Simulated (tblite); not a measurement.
Compound: C5H8O3S.
Atom-mapped SMILES: `[O:1]=[S:2](=[O:3])([OH:4])[C:5]1=[CH:6][CH2:7][CH2:8][CH2:9]1` (hydrogens: H10 on O4; H11 on C6; H12, H13 on C7; H14, H15 on C8; H16, H17 on C9)

Computed with GFN2-xTB (tblite), gas phase: Langevin dynamics at 300 K from the optimised GFN2-xTB geometry, time step 0.5 fs, friction 0.01 fs⁻¹, 2000 steps.

Start geometry:
```
atom  x, y, z in Å
O1      2.279   -0.394   -1.907
S2      2.134    0.057   -0.563
O3      2.824    1.236   -0.133
O4      2.605   -1.139    0.429
C5      0.424    0.148   -0.150
C6     -0.147    1.105    0.558
C7     -1.613    0.844    0.738
C8     -1.896   -0.350   -0.199
C9     -0.516   -0.923   -0.584
H10     3.215   -0.778    1.074
H11     0.355    1.960    0.971
H12    -2.212    1.719    0.487
H13    -1.817    0.597    1.783
H14    -2.524   -1.098    0.280
H15    -2.412   -0.001   -1.092
H16    -0.416   -1.120   -1.651
H17    -0.290   -1.852   -0.054
```

The statistics below take the 31 frames saved every 25 fs from 250 to 1000 fs; their kinetic temperature (all 3N coordinates) averages 313 K.

Task: How do the bond lengths spread?

Result: 
```
  bond  start (Å)  mean (Å)  standard deviation (Å)  shortest (Å)  longest (Å)
 O1=S2      1.425     1.436                   0.020         1.397        1.472
 S2=O3      1.433     1.435                   0.020         1.394        1.481
 S2–O4      1.623     1.628                   0.042         1.546        1.701
 S2–C5      1.761     1.768                   0.037         1.693        1.845
 C5=C6      1.320     1.323                   0.019         1.272        1.362
 C6–C7      1.499     1.506                   0.031         1.419        1.568
 C7–C8      1.544     1.546                   0.028         1.487        1.595
 C8–C9      1.543     1.552                   0.034         1.483        1.646
 C5–C9      1.490     1.489                   0.024         1.443        1.538
O4–H10      0.958     0.961                   0.023         0.921        1.013
C6–H11      1.075     1.081                   0.032         1.032        1.161
C7–H12      1.090     1.090                   0.029         1.027        1.137
C7–H13      1.093     1.097                   0.028         1.044        1.145
C8–H14      1.088     1.096                   0.028         1.051        1.169
C8–H15      1.089     1.095                   0.030         1.027        1.169
C9–H16      1.089     1.099                   0.030         1.055        1.155
C9–H17      1.092     1.092                   0.029         1.014        1.181
```

Task: Give the same statistics for bond angles, one of each kind among heavy atoms.

Result: 
| angle | start (°) | mean (°) | standard deviation (°) | smallest (°) | largest (°) |
| --- | --- | --- | --- | --- | --- |
| O1–S2–O3 | 119.6 | 119.4 | 3.9 | 113.4 | 128.9 |
| O1–S2–O4 | 108.3 | 107.3 | 4.5 | 97.2 | 117.4 |
| O1–S2–C5 | 109.7 | 109.6 | 4.1 | 100.5 | 118.5 |
| O3–S2–O4 | 106.4 | 107.7 | 4.6 | 99.3 | 118.7 |
| O3–S2–C5 | 110.7 | 110.4 | 4.0 | 104.6 | 121.5 |
| O4–S2–C5 | 100.2 | 100.3 | 4.1 | 89.8 | 108.1 |
| S2–C5–C6 | 125.7 | 125.4 | 4.3 | 118.6 | 137.4 |
| S2–C5–C9 | 120.4 | 119.8 | 4.5 | 108.8 | 126.9 |
| C6–C5–C9 | 113.9 | 113.8 | 3.0 | 106.5 | 119.4 |
| C5–C6–C7 | 111.2 | 110.7 | 2.2 | 107.0 | 114.5 |
| C6–C7–C8 | 103.9 | 103.7 | 2.0 | 98.6 | 108.0 |
| C7–C8–C9 | 105.9 | 105.2 | 2.1 | 101.5 | 111.2 |
| C5–C9–C8 | 103.0 | 102.6 | 2.5 | 96.3 | 110.3 |

Task: How far does each atom move about its mean position (frames aligned on the start, all atoms weighted alike), and what rms force does it feel?

Result: 
| atom | rms displacement (Å) | rms force (eV/Å) |
| --- | --- | --- |
| O1 | 0.41 | 1.21 |
| S2 | 0.12 | 2.26 |
| O3 | 0.42 | 1.20 |
| O4 | 0.47 | 1.39 |
| C5 | 0.16 | 1.79 |
| C6 | 0.13 | 1.93 |
| C7 | 0.12 | 1.78 |
| C8 | 0.16 | 1.55 |
| C9 | 0.16 | 2.01 |
| H10 | 0.50 | 1.05 |
| H11 | 0.21 | 1.06 |
| H12 | 0.29 | 1.04 |
| H13 | 0.34 | 1.00 |
| H14 | 0.44 | 1.02 |
| H15 | 0.42 | 1.08 |
| H16 | 0.33 | 1.01 |
| H17 | 0.36 | 1.01 |

The displacements run from 0.12 to 0.50 Å, the largest at H10.

Task: Follow the torsion O1–S2–C5–C6 through every second one of these frames.

Result: 
```csv
t (fs),O1–S2–C5–C6 (°)
250,-133
300,-136
350,-115
400,-113
450,-108
500,-103
550,-108
600,-137
650,-144
700,-162
750,-143
800,-141
850,-154
900,-141
950,-163
1000,-165
```

Largest departure from the start value over all these frames: O1–S2–C5–C6 37° (start -140°).

Task: How widely does the potential energy scatter, against a harmonic estimate?

Result: Mean 0.61 eV above the start, standard deviation 0.138 eV, range 0.36 to 0.94 eV. For 45 classical harmonic modes at 300 K the canonical values are 45kT/2 = 0.58 eV and kT·√(45/2) = 0.123 eV.

The run is classical and short, so these are rough statistics of one trajectory.

What follows is the cost of the whole dynamics run. Time: 52 s wall, 45 s CPU; peak memory 0.18 GiB. Hardware: AMD EPYC, one thread, shared host with 64 logical CPUs at a one-minute load of 39.
